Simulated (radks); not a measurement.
Question: Gd III, 62 electrons, occupied as [Xe] 4f7 5d1 (the NIST ground configuration). All-electron calculation, non-relativistic Kohn-Sham, PBE, spin-polarised, spherical densities, point nucleus; open shells are filled with parallel spins first (spin-orbit coupling, left out, can overturn this in heavy ions); relativity is left out, which matters for an element this heavy. Program: a radial shooting solver on a logarithmic mesh with Libxc functionals. Some entries of the table are withheld. Estimate them.

orbital,occ.,eigenvalue (Ry),<1/r> (bohr^-1)
1s down,1,-3461.181,63.46
1s up,1,-3461.181,63.46
2s up,1,-552.0149,14.75
2s down,1,-552.0056,14.75
2p up,3,-525.2277,14.77
2p down,3,-525.2220,14.78
3s up,1,-122.6447,5.559
3s down,1,-122.3999,5.566
3p up,3,-110.7167,5.499
3p down,3,-110.4937,5.506
3d up,5,-88.48477,5.398
3d down,5,-88.32317,5.405
4s up,1,-25.17458,2.374
4s down,1,-24.70968,2.371
4p up,3,-20.51270,2.280
4p down,3,-20.04918,2.277
4d up,5,-12.20421,2.076
4d down,5,-11.74378,2.071
5s up,1,(1),0.9290
5s down,1,(2),0.9108
5p up,3,-2.98985,0.8238
5p down,3,-2.80195,0.8040
4f up,7,-2.08385,1.585
4f down,0,-1.66170,1.548
5d up,1,(3),(4)
5d down,0,(5),(6)

Answer: 
(1) 5s up eigenvalue (Ry): -4.26664
(2) 5s down eigenvalue (Ry): -4.04268
(3) 5d up eigenvalue (Ry): -1.19291
(4) 5d up <1/r> (bohr^-1): 0.5629
(5) 5d down eigenvalue (Ry): -1.08104
(6) 5d down <1/r> (bohr^-1): 0.5409
